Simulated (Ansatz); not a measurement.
`C[SiH](Cl)[SbH2]` → `[SbH2]`• + `C[SiH]Cl`•  (homolysis of the Sb–Si bond)

Isolated molecules relaxed with PBE0-D4/def2-TZVP in Ansatz; ΔE leaves out vibrations. CCSD(T)/CBS adds triple-zeta CCSD(T) − MP2 to the extrapolated MP2 energy (def2 sets, frozen cores). Functionals use def2-TZVPP. Open shells (•) are unrestricted, without spin–orbit coupling. def2 core potentials past Kr. For Sb outer-core shells are correlated without core-valence functions, which leaves a few kJ/mol of doubt a bond.

Question: What is ΔE at CCSD(T)/CBS? (Best estimate.)

Answer: Computed: +269.7 kJ/mol.

Question: What do these levels give: PBE-D4, r2SCANh-D4, B2PLYP, BLYP, SCS-MP2/def2-TZVPP, CCSD/def2-TZVPP? (An estimate is asked.)

Answer: Computed: PBE-D4 253.7, r2SCANh-D4 239.6, B2PLYP 241.4, BLYP 219.8, SCS-MP2/def2-TZVPP 256.4, CCSD/def2-TZVPP 241.9 kJ/mol.

Question: What do rigid-rotor, harmonic-oscillator terms from PBE0-D4/def2-TZVP frequencies (298.15 K, 1 bar) make of the CCSD(T)/CBS value? (An estimate is asked.)

Answer: Computed: ΔZPE = -11.5 kJ/mol, ΔH = +260.6 kJ/mol, ΔS = 159 J/(mol·K), ΔG = +213.1 kJ/mol. Open shells count their whole term as degenerate.

Largest T1 diagnostic among the species: 0.014.

At CCSD(T), def2-SVP lies −39.0 kJ/mol from the extrapolated value and def2-TZVPP −18.2 kJ/mol: correlation converges slowly with the basis, and small sets miss more of it in the bonded molecule than in its fragments. The D4 term adds +18.4 kJ/mol with B3LYP and +10.2 kJ/mol with PBE0; it sums over pairs of atoms, weighted by their polarisabilities, and B3LYP, whose exchange is more repulsive, gets the larger term. Leaving LDA and LC-ωPBE aside and taking each functional with its dispersion term where it has one, the values, not all of them listed here, spread over 23.1 kJ/mol, from r2SCAN0-D4 to ωB97X-V. LDA lies +50.9 kJ/mol from PBE without D4, its usual overbinding.

B3LYP here is the variant with VWN-RPA as its local correlation; programs differ in this.
